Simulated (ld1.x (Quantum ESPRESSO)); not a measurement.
u(r) = r·R(r): atom against pseudo-atom (gallium)

Columns: radius, all-electron u(r) and pseudo u(r) of the 4s shell (level -10.06 eV) of gallium in the configuration [Ar] 3d10 4s1 4p2; PBEsol, scalar-relativistic, TM scheme, ld1.x (Quantum ESPRESSO) 7.5.

| r (bohr) | all-electron | pseudo |
| --- | --- | --- |
| 0.138 | -0.1958 | -0.0246 |
| 0.275 | 0.0400 | -0.0518 |
| 0.413 | 0.2917 | -0.0849 |
| 0.550 | 0.3039 | -0.1268 |
| 0.688 | 0.1637 | -0.1814 |
| 0.825 | -0.0283 | -0.2504 |
| 0.963 | -0.2187 | -0.3345 |
| 1.100 | -0.3805 | -0.4277 |
| 1.238 | -0.5087 | -0.5218 |
| 1.375 | -0.6018 | -0.6035 |
| 1.513 | -0.6652 | -0.6651 |
| 1.650 | -0.7029 | -0.7029 |
| 1.788 | -0.7205 | -0.7205 |
| 1.925 | -0.7219 | -0.7219 |
| 2.062 | -0.7110 | -0.7110 |
| 2.200 | -0.6907 | -0.6907 |
| 2.338 | -0.6636 | -0.6636 |
| 2.475 | -0.6321 | -0.6321 |
| 2.613 | -0.5975 | -0.5975 |
| 2.750 | -0.5614 | -0.5614 |
| 2.888 | -0.5244 | -0.5244 |
| 3.025 | -0.4878 | -0.4878 |
| 3.162 | -0.4519 | -0.4519 |
| 3.300 | -0.4170 | -0.4170 |
| 3.438 | -0.3836 | -0.3836 |
| 3.575 | -0.3520 | -0.3520 |

Problem. How many radial nodes do the two functions have?

Solution. The all-electron 4s function has n − l − 1 = 3 (the table is too coarse to show those close to the nucleus); the pseudo-wave has 0, since the states of the same l below it are removed with the core.

Problem. At about which radius was the pseudo-wave matched?

Solution. 1.80 bohr. The columns agree to 0.0005 from 1.51 bohr on; several derivatives are matched, so the curves merge somewhat inside the radius.

Problem. Where does each function peak?

Solution. Outermost all-electron maximum near 1.93 bohr, pseudo maximum near 1.93 bohr (to the table’s step).

Problem. Is the pseudo-wave norm-conserving?

Solution. Yes: the TM scheme keeps the norm inside the radius equal to the all-electron one, which fixes the energy derivative of the logarithmic derivative at the level.
